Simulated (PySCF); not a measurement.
## Pm³⁷⁺: ionisation energy

Pm³⁷⁺ [Ar] 3d6 [3d3/2^4 3d5/2^2, M_J = 4] → Pm³⁸⁺ [Ar] 3d5 [3d3/2^4 3d5/2^1, M_J = 5/2], as a difference of total energies. All numbers are calculated (PySCF 2.14, the two-component X2C-1e Hamiltonian, in an uncontracted even-tempered set (16 s from 7.3 bohr⁻², ratio 2.8; 12 p from 9.5 bohr⁻², ratio 2.8; 8 d from 9.5 bohr⁻², ratio 2.8; 3 f from 34 bohr⁻², ratio 3)). Correlated levels: [Ne] frozen; the 74 highest virtual spinors dropped. "Screened" scales the spin-orbit matrix elements by Boettger's factors to mimic the two-electron term; Breit and QED terms are absent.

| method | ionisation energy (eV) |
| --- | --- |
| GHF (spin-free) | 2648.3 |
| GMP2 (spin-free) | 2649.4 |
| GHF (screened spin-orbit) | 2652.5 |
| GMP2 (screened spin-orbit) | 2652.7 |

Breit and QED terms and the two-electron picture change are absent.

The spin-free rows relax to the high-spin LS determinant and lack the spin-orbit shift.

The labels give the starting determinants; with spin-orbit coupling the two ends relaxed to ⟨J²⟩ = 20.02, ⟨L²⟩ = 10.55, ⟨S²⟩ = 3.68 and ⟨J²⟩ = 8.76, ⟨L²⟩ = 3.40, ⟨S²⟩ = 4.37.

For comparison: 2652 ± 4 eV (theoretical estimate listed by NIST; NIST Atomic Spectra Database, ionization energies).
